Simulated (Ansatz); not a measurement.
Steps of a relaxation of C₂HCl₂F₃, SMILES `FC(F)(F)C(Cl)Cl` with RKS PBE-D4/def2-SVP.

```sh
$ ansatz run in.yaml --threads 4 --pin off --events-out ev --progress --plain --max-ram 10444MiB
```

```yaml
crystal:
  periodic: [false, false, false]
  atoms:
    - {symbol: F, position_ang: [-0.217820, -1.357250, 1.148110]}
    - {symbol: C, position_ang: [0.180170, -0.752770, 0.024660]}
    - {symbol: F, position_ang: [1.489780, -0.989360, -0.096080]}
    - {symbol: F, position_ang: [-0.430260, -1.352890, -0.990360]}
    - {symbol: C, position_ang: [-0.099550, 0.753410, 0.085840]}
    - {symbol: Cl, position_ang: [-1.840150, 1.006060, 0.301120]}
    - {symbol: Cl, position_ang: [0.484180, 1.506040, -1.409740]}
    - {symbol: H, position_ang: [0.433640, 1.186750, 0.936440]}
basis:
  gaussian: {orbitals: def2-SVP}
hamiltonian: {xc: pbe, dispersion: d4}
relax: {f_tol: 0.03, max_steps: 200}
```

Positions (Å) and forces (eV/Å) along the path, 3 of 3 steps:

```xyz
8
step=1 energy=-35250.3673 eV
F    -0.218   -1.357    1.148   -0.332   -0.013    0.709
C     0.180   -0.753    0.025    0.184   -0.509    0.110
F     1.490   -0.989   -0.096    0.752    0.220   -0.081
F    -0.430   -1.353   -0.990   -0.450   -0.034   -0.626
C    -0.100    0.753    0.086   -0.280   -0.195   -0.460
Cl   -1.840    1.006    0.301   -0.255    0.129    0.167
Cl    0.484    1.506   -1.410    0.183    0.217   -0.141
H     0.434    1.187    0.936    0.198    0.184    0.323
8
step=2 energy=-35250.4058 eV
F    -0.223   -1.351    1.165   -0.087   -0.014    0.200
C     0.183   -0.771    0.023   -0.001   -0.062   -0.014
F     1.505   -0.978   -0.095    0.214    0.050   -0.020
F    -0.433   -1.369   -0.998   -0.138   -0.102   -0.217
C    -0.111    0.741    0.067    0.015    0.058    0.019
Cl   -1.848    1.024    0.319   -0.083    0.006    0.005
Cl    0.499    1.529   -1.407    0.021    0.024   -0.064
H     0.428    1.174    0.926    0.057    0.039    0.091
8
step=3 energy=-35250.4086 eV
F    -0.226   -1.347    1.170   -0.007   -0.019    0.006
C     0.182   -0.774    0.021   -0.001    0.026    0.009
F     1.509   -0.973   -0.097    0.014   -0.015   -0.010
F    -0.437   -1.375   -1.004    0.006   -0.011    0.006
C    -0.110    0.742    0.068    0.010    0.005    0.003
Cl   -1.850    1.024    0.319   -0.023    0.010    0.000
Cl    0.500    1.529   -1.408    0.001    0.013   -0.013
H     0.431    1.174    0.931   -0.001   -0.010   -0.001
```

It took 4.6 s on 4 threads of an Arm Neoverse V1 on a shared host, with 0.16 GiB of host memory at the peak.
